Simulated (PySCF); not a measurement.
C5H6, SMILES C1=CCC=C1. Coordinates come from a PBE0-D3(BJ)/def2-SVP optimisation. Other conformers were not sampled.

Problem. Give the equilibrium geometry at PBE0-D3(BJ)/def2-SVP (PySCF confirms it by a frequency run) as a Z-matrix, and its point group. (The exact figures need the calculation; the answer reports its results.)

Solution. Several could match; the one computed here: point group Cs.
```
C
H 1 1.1065
H 1 1.1065 2 105.47
C 1 1.4954 2 111.98 3 -122.04
C 4 1.3504 1 108.99 2 -120.88
H 4 1.0907 5 126.76 1 180.00
H 5 1.0916 4 126.13 6 0.00
C 5 1.4636 7 124.68 4 180.00
C 8 1.3504 5 109.19 7 180.00
H 9 1.0907 8 126.76 5 180.00
H 8 1.0916 9 126.13 10 0.00
```
